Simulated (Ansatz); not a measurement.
C2H6Sb (SMILES [CH3][Sb][CH3]), doublet, geometry from GFN2-xTB (the spin is typed, not shown lowest) (core potentials on Sb); R2SCAN/def2-SVP (Ansatz, a first-principles code).

Here is a job for Ansatz.
Ansatz 0.2 input:
```yaml
crystal:
  periodic: [false, false, false]
  atoms:
    - {symbol: Sb, position_ang: [0.27142244, -0.02924782, 0.31902923]}
    - {symbol: C, position_ang: [0.47776629, 0.26539580, -1.83488527]}
    - {symbol: H, position_ang: [1.52467652, 0.35027894, -2.09945736]}
    - {symbol: H, position_ang: [-0.03861369, 1.17178323, -2.13032096]}
    - {symbol: H, position_ang: [0.04476422, -0.57752684, -2.36162937]}
    - {symbol: C, position_ang: [-1.90478649, -0.11162358, 0.15756945]}
    - {symbol: H, position_ang: [-2.19177955, -0.93144149, -0.49127743]}
    - {symbol: H, position_ang: [-2.27515745, 0.81786858, -0.25996902]}
    - {symbol: H, position_ang: [-2.34431331, -0.26195687, 1.13605841]}
basis:
  gaussian:
    orbitals: def2-SVP
hamiltonian:
  xc: r2scan
magnetization: {spin_polarized: true, initial_magnetization: 1}
accuracy: high
```

What the program printed (banner, timings and long lists left out):

```
Functional definition: r2SCAN
2102 factors; integrals over basis functions are off by at most 3.1e-9 eV
mean field evaluation 1: about -8696.4412 eV, gradient 4.8e1 eV
mean field evaluation 2: about -8674.2023 eV, gradient 7.2e1 eV
mean field evaluation 4: about -8708.2659 eV, gradient 2.4e0 eV
mean field evaluation 8: about -8708.3077 eV, gradient 1.0e-1 eV
mean field evaluation 16: about -8708.3078 eV, gradient 9.6e-5 eV
mean field -8708.30778790 eV, -320.0244085023 hartree, gradient 5.0e-8 eV, S^2 0.755709; 0 other end points of the search recorded, 0 dependent functions left out
reference -8708.30779018 eV, -320.0244085863 hartree; 21, 20 occupied and 63, 64 virtual orbitals, 2102 factors
Total energy: -8708.30779018 eV, -320.0244085863 hartree
```
